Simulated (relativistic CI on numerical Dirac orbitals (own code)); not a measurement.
Co³⁺ in a cubic cluster: 2p photoemission with charge transfer

Computed with a charge-transfer multiplet model of a cubic metal-ligand cluster with up to 3 ligand holes, Slater and spin-orbit integrals from Dirac-Coulomb-Breit ions, Slater integrals scaled by 0.8. The ground state mixes d6 with configurations of k ligand holes L, whose averages lie at kΔ + k(k − 1)U_dd/2; a core hole lowers each added d electron by U_cd. 300 K, Lorentzian 0.6 eV and Gaussian 0.8 eV FWHM.

Atomic integrals in eV (Slater integrals scaled, ζ unscaled), ground: F2dd 10.085, F4dd 6.299, zeta_d 0.071; with the core hole: F2dd 11.456, F4dd 7.196, zeta_d 0.102, zeta_core 9.658, F2cd 6.863, G1cd 5.283, G3cd 3.006.

Cluster parameters (eV): Δ = 0.3, U_dd = 6, U_cd = 6.7, 10Dq(ligand) = 1.4, V(eg) = 3.4, V(t2g) = -1.43, final-state hopping factor = 1.

| Case | n_d | d6 | d7L | d8L2 | d9L3 | S |
| --- | --- | --- | --- | --- | --- | --- |
| 10Dq = 0.45 eV | 7.03 | 0.23 | 0.53 | 0.22 | 0.02 | 0.04 |
| 10Dq = 1.35 eV | 6.98 | 0.25 | 0.53 | 0.20 | 0.02 | 0.01 |
| 10Dq = 1.95 eV | 6.95 | 0.27 | 0.52 | 0.19 | 0.02 | 0.01 |

Weights, n_d and S are thermal averages at 300 K. Binding energies count from the first peak over 30 % of the highest in each spectrum, which can be another peak from case to case. The parameters are a model scan and need not match a compound or its usual spin state. Peaks in eV (height, largest 100):
- 10Dq = 0.45 eV: 0.0 (100), 3.0 (9), 11.1 (12), 15.2 (45), 17.0 (11)
- 10Dq = 1.35 eV: 0.0 (100), 3.6 (7), 11.0 (14), 15.2 (47), 17.6 (6), 26.0 (7)
- 10Dq = 1.95 eV: 0.0 (100), 4.0 (6), 11.0 (15), 15.2 (47), 26.0 (7)

For the case 10Dq = 1.35 eV, Δ = 0.3 eV is smaller than U_dd = 6 eV, the charge-transfer side of the Zaanen-Sawatzky-Allen scheme. With the core hole the average of the configuration with one ligand hole lies at Δ − U_cd = -6.4 eV before mixing: the effective hopping of about 5.9 eV (from the holes of the mixed ground state) is comparable with this gap or larger, so the configurations mix strongly.
